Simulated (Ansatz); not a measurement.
The same path of BFH$_{5}$NSi (9 atoms, charge 0, multiplicity 1) was run twice with different band settings. Lost on the way: Si4–H7. Made: B2–Si4, N3–H7.

These are results of RKS PBE-D4/6-31G* (Ansatz), not measurements.

Relaxed end points:

```xyz
9
Properties=species:S:1:pos:R:3
F 0.618 -0.325 -1.988
B 1.024 0.566 -1.057
N 0.407 0.527 0.215
Si -0.869 -0.608 0.690
H 1.891 1.355 -1.341
H 0.724 1.205 0.908
H -2.089 -0.455 -0.164
H -0.403 -2.029 0.607
H -1.215 -0.282 2.112
```

```xyz
9
Properties=species:S:1:pos:R:3
F -0.074 0.186 -2.199
B 0.577 0.111 -1.000
N -0.198 0.761 0.206
Si -0.129 -1.182 0.487
H 1.776 0.260 -0.939
H 0.309 1.383 0.841
H -1.131 1.132 -0.002
H 0.549 -1.255 1.833
H -1.592 -1.443 0.755
```

Common settings: movable images 7; climbing image yes; optimiser quadratic models (default); start path through a guess of the saddle point; force threshold 0.03 eV/Å; iteration limit 60; end points relaxed.

| run | spring |
| --- | --- |
| 1 | 5.0 eV/Å² |
| 2 | 0.1 eV/Å² |

Q: What does each run give, and how far can it be trusted?

A: Run 1: converged after 28 iterations, highest image 2.949 eV above the first end. The profile has 2 maxima (images 2, 6) with wells between them (image 4): this band takes more than one step, which may be the mechanism or a detour left from its start path. Neighbouring images differ by up to 2.6 eV, so the band resolves the path poorly. A vibrational analysis at the climbing image gives one clearly imaginary mode, 1263i cm⁻¹: a first-order saddle point.
Run 2: converged after 35 iterations, highest image 2.949 eV above the first end. The profile has 2 maxima (images 4, 7) with wells between them (image 6): this band takes more than one step, which may be the mechanism or a detour left from its start path. Neighbouring images differ by up to 1.4 eV, so the band resolves the path poorly. Another band between the same ends (7 images) ends at a top of the same energy, where a vibrational analysis finds 1 clearly imaginary mode.
The orbitals stay closed-shell, which can raise the energy where a bond breaks towards radicals; this wasn't checked here.
